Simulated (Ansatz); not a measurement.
A short molecular-dynamics run on (ZnS)2 ring (Zn2S2).

```yaml
crystal:
  periodic: [false, false, false]
  atoms:
    - {symbol: Zn, position_ang: [0.467228, 0.380790, -1.049783]}
    - {symbol: S, position_ang: [-1.105559, 1.527337, 0.061916]}
    - {symbol: Zn, position_ang: [-0.467206, -0.380775, 1.049795]}
    - {symbol: S, position_ang: [1.105537, -1.527352, -0.061938]}
basis:
  gaussian: {orbitals: "6-31G*"}
hamiltonian: {xc: {name: r2SCAN}, dispersion: d3bj}
md: {timestep: 0.5 fs, n_steps: 15, ensemble: nvt_langevin, temperature: 500, initial_velocities: maxwell_boltzmann, friction: 0.01, seed: 643}
scf: {omitted_lower_state_checks: [starts]}
```

```sh
$ ansatz run in.yaml --threads 4 --pin off --events-out ev --progress --plain --max-ram 3916MiB
```

```json
{"step": "0", "time (fs)": "0.0", "potential energy (eV)": "-118491.1916", "kinetic (eV)": "0.1939", "T (K)": "375"}
{"step": "1", "time (fs)": "0.5", "potential energy (eV)": "-118491.1924", "kinetic (eV)": "0.1963", "T (K)": "380"}
{"step": "2", "time (fs)": "1.0", "potential energy (eV)": "-118491.1932", "kinetic (eV)": "0.2106", "T (K)": "407"}
{"step": "3", "time (fs)": "1.5", "potential energy (eV)": "-118491.1939", "kinetic (eV)": "0.2216", "T (K)": "429"}
{"step": "4", "time (fs)": "2.0", "potential energy (eV)": "-118491.1944", "kinetic (eV)": "0.2315", "T (K)": "448"}
{"step": "5", "time (fs)": "2.5", "potential energy (eV)": "-118491.1947", "kinetic (eV)": "0.2185", "T (K)": "423"}
{"step": "6", "time (fs)": "3.0", "potential energy (eV)": "-118491.1951", "kinetic (eV)": "0.2270", "T (K)": "439"}
{"step": "7", "time (fs)": "3.5", "potential energy (eV)": "-118491.1955", "kinetic (eV)": "0.2218", "T (K)": "429"}
{"step": "8", "time (fs)": "4.0", "potential energy (eV)": "-118491.1957", "kinetic (eV)": "0.2257", "T (K)": "437"}
{"step": "9", "time (fs)": "4.5", "potential energy (eV)": "-118491.1958", "kinetic (eV)": "0.2060", "T (K)": "398"}
{"step": "10", "time (fs)": "5.0", "potential energy (eV)": "-118491.1961", "kinetic (eV)": "0.2234", "T (K)": "432"}
{"step": "11", "time (fs)": "5.5", "potential energy (eV)": "-118491.1961", "kinetic (eV)": "0.2124", "T (K)": "411"}
{"step": "12", "time (fs)": "6.0", "potential energy (eV)": "-118491.1956", "kinetic (eV)": "0.2343", "T (K)": "453"}
{"step": "13", "time (fs)": "6.5", "potential energy (eV)": "-118491.1949", "kinetic (eV)": "0.2423", "T (K)": "469"}
{"step": "14", "time (fs)": "7.0", "potential energy (eV)": "-118491.1938", "kinetic (eV)": "0.2314", "T (K)": "447"}
{"step": "15", "time (fs)": "7.5", "potential energy (eV)": "-118491.1924", "kinetic (eV)": "0.2144", "T (K)": "415"}
```

Velocities are drawn at the set temperature; a run this short doesn't reach equilibrium. Under Langevin dynamics the printed temperature counts 3N degrees of freedom, so it starts below the set value.

The 6-31G sets use Cartesian d functions.

Frames (Å, forces in eV/Å):

```xyz
4
time=0.0 fs
Zn    0.467    0.381   -1.050   -0.372   -0.304    0.836
S    -1.106    1.527    0.062    0.267   -0.369   -0.015
Zn   -0.467   -0.381    1.050    0.372    0.304   -0.836
S     1.106   -1.527   -0.062   -0.267    0.369    0.015
4
time=0.5 fs
Zn    0.467    0.380   -1.050   -0.386   -0.282    0.834
S    -1.106    1.530    0.062    0.288   -0.399   -0.013
Zn   -0.465   -0.381    1.050    0.341    0.336   -0.828
S     1.102   -1.528   -0.062   -0.243    0.346    0.007
4
time=1.0 fs
Zn    0.466    0.379   -1.050   -0.397   -0.263    0.830
S    -1.106    1.533    0.062    0.306   -0.426   -0.011
Zn   -0.463   -0.381    1.050    0.310    0.365   -0.818
S     1.099   -1.528   -0.061   -0.219    0.324   -0.002
4
time=1.5 fs
Zn    0.465    0.378   -1.050   -0.408   -0.245    0.825
S    -1.106    1.535    0.062    0.323   -0.451   -0.007
Zn   -0.461   -0.381    1.050    0.279    0.394   -0.807
S     1.095   -1.529   -0.061   -0.194    0.301   -0.010
4
time=2.0 fs
Zn    0.464    0.377   -1.049   -0.418   -0.226    0.819
S    -1.106    1.537    0.062    0.341   -0.476   -0.004
Zn   -0.459   -0.381    1.050    0.247    0.424   -0.796
S     1.091   -1.530   -0.061   -0.170    0.279   -0.019
4
time=2.5 fs
Zn    0.463    0.376   -1.049   -0.428   -0.207    0.813
S    -1.106    1.540    0.062    0.357   -0.501    0.000
Zn   -0.457   -0.381    1.050    0.215    0.453   -0.785
S     1.087   -1.531   -0.060   -0.145    0.255   -0.028
4
time=3.0 fs
Zn    0.462    0.375   -1.048   -0.436   -0.188    0.805
S    -1.106    1.543    0.061    0.372   -0.524    0.004
Zn   -0.455   -0.381    1.051    0.183    0.482   -0.772
S     1.084   -1.531   -0.060   -0.119    0.230   -0.036
4
time=3.5 fs
Zn    0.461    0.374   -1.048   -0.444   -0.167    0.794
S    -1.106    1.545    0.061    0.386   -0.547    0.008
Zn   -0.453   -0.381    1.051    0.150    0.512   -0.757
S     1.080   -1.531   -0.059   -0.091    0.201   -0.045
4
time=4.0 fs
Zn    0.460    0.373   -1.047   -0.452   -0.145    0.783
S    -1.106    1.548    0.060    0.399   -0.569    0.013
Zn   -0.451   -0.381    1.051    0.114    0.544   -0.741
S     1.076   -1.531   -0.058   -0.061    0.169   -0.055
4
time=4.5 fs
Zn    0.459    0.372   -1.046   -0.459   -0.124    0.771
S    -1.106    1.550    0.060    0.410   -0.588    0.018
Zn   -0.449   -0.381    1.051    0.079    0.575   -0.724
S     1.073   -1.531   -0.057   -0.030    0.137   -0.066
4
time=5.0 fs
Zn    0.458    0.371   -1.045   -0.463   -0.106    0.758
S    -1.105    1.552    0.060    0.418   -0.602    0.023
Zn   -0.447   -0.381    1.051    0.044    0.603   -0.705
S     1.069   -1.532   -0.056    0.001    0.105   -0.077
4
time=5.5 fs
Zn    0.457    0.370   -1.044   -0.466   -0.090    0.745
S    -1.105    1.554    0.059    0.425   -0.615    0.029
Zn   -0.445   -0.381    1.051    0.009    0.631   -0.685
S     1.066   -1.532   -0.055    0.032    0.074   -0.089
4
time=6.0 fs
Zn    0.456    0.370   -1.043   -0.470   -0.075    0.733
S    -1.105    1.555    0.058    0.433   -0.628    0.034
Zn   -0.443   -0.381    1.052   -0.028    0.661   -0.665
S     1.062   -1.532   -0.054    0.065    0.042   -0.103
4
time=6.5 fs
Zn    0.455    0.369   -1.043   -0.473   -0.059    0.721
S    -1.104    1.557    0.058    0.440   -0.641    0.040
Zn   -0.440   -0.381    1.052   -0.068    0.694   -0.642
S     1.058   -1.532   -0.052    0.101    0.006   -0.118
4
time=7.0 fs
Zn    0.454    0.368   -1.042   -0.477   -0.042    0.708
S    -1.104    1.559    0.057    0.447   -0.654    0.046
Zn   -0.438   -0.382    1.052   -0.110    0.729   -0.619
S     1.055   -1.532   -0.051    0.140   -0.033   -0.135
4
time=7.5 fs
Zn    0.453    0.367   -1.041   -0.481   -0.024    0.695
S    -1.104    1.560    0.056    0.455   -0.668    0.052
Zn   -0.436   -0.382    1.052   -0.152    0.764   -0.595
S     1.051   -1.532   -0.049    0.178   -0.072   -0.152
```

It took 53 s on 4 threads of Arm Neoverse V2 on a shared host.
